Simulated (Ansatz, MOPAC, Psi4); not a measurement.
Two rigid molecules brought together: H3N ··· H3Al (SMILES N and [AlH3]). Monomers: optimised at B3LYP-D3(BJ) (def2-TZVP), held rigid. Orientation: a higher rigid-body minimum at GFN2-xTB. R is the distance of the centres of mass, along which the second monomer moves.

Geometry at R = 2.49 Å (first 4 atoms: monomer A):
```
8

N      0.0008    -0.0014     0.2791
H     -0.7298    -0.5967    -0.0938
H     -0.1527     0.9309    -0.0880
H      0.8817    -0.3327    -0.0972
Al    -0.0078     0.0169    -2.2812
H     -1.4867     0.5733    -2.2726
H      1.2136     1.0195    -2.2784
H      0.2497    -1.5421    -2.2935
``` The table gives interaction energies.

```
R / Å      A      B      C
-----  -----  -----  -----
1.93   20.01  16.16  20.52
2.06   11.64   5.77   9.40
2.35    6.27  -4.40  -1.85
2.49    6.34  -5.88  -3.70
2.67    6.86  -6.26  -4.47
2.86    6.96  -5.72  -4.27
3.11    5.96  -4.52  -3.42
3.47    3.36  -2.86  -2.15
3.96    1.04  -1.38  -0.99
4.72    0.56  -0.35  -0.24
5.62    0.33   0.00  -0.01
6.90    0.03   0.06   0.04
```

Energies in kcal/mol.

Q: Which curve belongs to which method? The methods are Ansatz (a program for electronic structure) with CCSD(T) on RHF/aug-cc-pVTZ, frozen core, counterpoise-corrected; PBE0-D3(BJ)/def2-TZVP, counterpoise-corrected run with Psi4; MOPAC 23.2.5 with PM7, restricted, heats of formation.

A: A is PM7; B is PBE0-D3(BJ)/def2-TZVP; C is CCSD(T)/aug-cc-pVTZ.
